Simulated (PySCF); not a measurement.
# ITeN: PBE0 against B3LYP

Base calculation in PySCF with density fitting and no spin–orbit coupling, PBE0/def2-TZVP (scalar-relativistic core potentials): singlet, Cs, Te–I 2.792 Å, Te–N 1.802 Å; I–Te–N 112.4°; wavenumbers 151, 195, 933 cm⁻¹; dipole moment 2.99 D, gap between the highest occupied and lowest empty levels 3.42 eV, polar-tensor charge of Te 0.80 e, atomisation energy (no zero-point energy) 427 kJ/mol.

Task: What changes on going to B3LYP/def2-TZVP (scalar-relativistic core potentials)?

Result: The point group stays the same. Changes: mean bond to Te +0.032 Å, smallest bond angle +0.6 degrees, highest wavenumber -28 cm⁻¹, lowest wavenumber -10 cm⁻¹, dipole moment +0.05 D, gap between the highest occupied and lowest empty levels -0.44 eV, polar-tensor charge of Te -0.01 e, atomisation energy (no zero-point energy) +7 kJ/mol. The new structure has Te–I 2.843 Å, Te–N 1.815 Å; I–Te–N 113.0°, with wavenumbers 141, 182, 905 cm⁻¹.

The structures come from searches over a few start shapes, so lower isomers are not excluded.
